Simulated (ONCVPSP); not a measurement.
# An all-electron radial function and its pseudo partner (tantalum (Ta))

Columns: radius, all-electron u(r) and pseudo u(r) of the 5d shell (level -3.62 eV) of tantalum in the configuration [Kr] 4d10 4f14 5s2 5p6 5d3 6s2; PBEsol, scalar-relativistic, ONCV scheme, ONCVPSP 4.0.1.

| r (bohr) | all-electron | pseudo |
| --- | --- | --- |
| 0.099 | 0.1886 | 0.0009 |
| 0.198 | 0.0506 | 0.0071 |
| 0.297 | -0.2081 | 0.0237 |
| 0.396 | -0.3005 | 0.0546 |
| 0.495 | -0.2359 | 0.1016 |
| 0.594 | -0.0920 | 0.1636 |
| 0.693 | 0.0736 | 0.2371 |
| 0.792 | 0.2301 | 0.3173 |
| 0.891 | 0.3645 | 0.3998 |
| 0.990 | 0.4730 | 0.4804 |
| 1.089 | 0.5563 | 0.5549 |
| 1.188 | 0.6173 | 0.6186 |
| 1.287 | 0.6592 | 0.6669 |
| 1.386 | 0.6856 | 0.6975 |
| 1.485 | 0.6995 | 0.7110 |
| 1.584 | 0.7035 | 0.7114 |
| 1.683 | 0.7000 | 0.7036 |
| 1.782 | 0.6907 | 0.6917 |
| 1.881 | 0.6772 | 0.6773 |
| 1.980 | 0.6606 | 0.6606 |
| 2.079 | 0.6418 | 0.6418 |
| 2.178 | 0.6216 | 0.6216 |
| 2.277 | 0.6005 | 0.6004 |
| 2.376 | 0.5788 | 0.5788 |
| 2.475 | 0.5570 | 0.5570 |
| 2.574 | 0.5352 | 0.5352 |

Q: How many radial nodes do the two functions have?

A: The all-electron 5d function has n − l − 1 = 2; the pseudo-wave has 0, since the states of the same l below it are removed with the core.

Q: At about which radius was the pseudo-wave matched?

A: 1.98 bohr, where the columns begin to agree (steps of 0.10 bohr).

Q: Is the pseudo-wave norm-conserving?

A: Yes: the ONCV scheme keeps the norm inside the radius equal to the all-electron one, which fixes the energy derivative of the logarithmic derivative at the level.
